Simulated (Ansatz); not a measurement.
`BC[O][AlH][Cl]` and `[OH][AlH][Cl]` differ in one atom or group.

Ansatz, PBE0-D4/def2-TZVP geometries, multiplicity 1. Each molecule was computed in one conformer, which needn't be the lowest.

```csv
property,`BC[O][AlH][Cl]`
HOMO energy (ωB97M-V/def2-TZVPP) / eV,-10.49
LUMO energy (PBE0/def2-TZVPP) / eV,-1.52
HOMO energy (PBE/def2-TZVPP) / eV,-6.66
HOMO–LUMO gap (ωB97M-V/def2-TZVPP) / eV,10.91
HOMO energy (B3LYP/def2-TZVPP) / eV,-7.89
HOMO–LUMO gap (B3LYP/def2-TZVPP) / eV,6.12
```

Problem. Give the same properties after the change, and the shifts. (Estimate.)

Solution. The calculation gave: 
```
                               property  `[OH][AlH][Cl]`  shift
  HOMO energy (ωB97M-V/def2-TZVPP) / eV           -11.38  -0.89
     LUMO energy (PBE0/def2-TZVPP) / eV            -0.76   0.76
      HOMO energy (PBE/def2-TZVPP) / eV            -7.68  -1.02
HOMO–LUMO gap (ωB97M-V/def2-TZVPP) / eV            12.24   1.33
    HOMO energy (B3LYP/def2-TZVPP) / eV            -8.84  -0.95
  HOMO–LUMO gap (B3LYP/def2-TZVPP) / eV             7.86   1.74
```

With PBE0 the HOMO falls by 1.00 eV and the LUMO rises by 0.76 eV, so the gap widens by about 1.76 eV. PBE moves the HOMO by -1.02 eV and ωB97M-V by -0.89 eV.

B3LYP here is the variant with VWN-RPA as its local correlation; programs differ in this.
